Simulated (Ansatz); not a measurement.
Gas-phase electronic energies from Ansatz, PBE0-D4/def2-TZVP geometries. CBS: MP2 limit from def2 TZ/QZ plus the TZ coupled-cluster correction, frozen cores. This one scheme is used for every species. DFT in def2-TZVPP. One conformer a species, not always the lowest.

`F[SiH2]O[SiH3]` + `C=C[SiH2]O` → `C=C[SiH2]O[SiH2]F` + `O[SiH3]`  (ligand exchange at the Si–O bond)

Problem. Is it downhill or uphill in electronic energy at CCSD(T)/CBS, and by how much? (Best estimate.)

Solution. The calculation gave: Nearly level: ΔE = -0.02 eV.

Problem. What do these levels give: PBE0-D4, r2SCANh-D4, r2SCAN0-D4, B2PLYP, revPBE, LC-ωPBE, HF/def2-SVP, HF/def2-TZVPP, CCSD/def2-TZVPP, SCS-MP2/def2-QZVPP, MP2/CBS(def2), CCSD/CBS(def2)? (Best estimate.)

Solution. Ansatz gave: PBE0-D4 -0.02, r2SCANh-D4 -0.02, r2SCAN0-D4 -0.02, B2PLYP -0.01, revPBE 0.00, LC-ωPBE -0.01, HF/def2-SVP 0.00, HF/def2-TZVPP 0.00, CCSD/def2-TZVPP -0.01, SCS-MP2/def2-QZVPP -0.01, MP2/CBS(def2) -0.02, CCSD/CBS(def2) -0.02 eV.

Largest T1 diagnostic among the species: 0.012.

Leaving LDA and LC-ωPBE aside and taking each functional with its dispersion term where it has one, the values, not all of them listed here, spread over 0.02 eV, from B97M-V to B2PLYP.
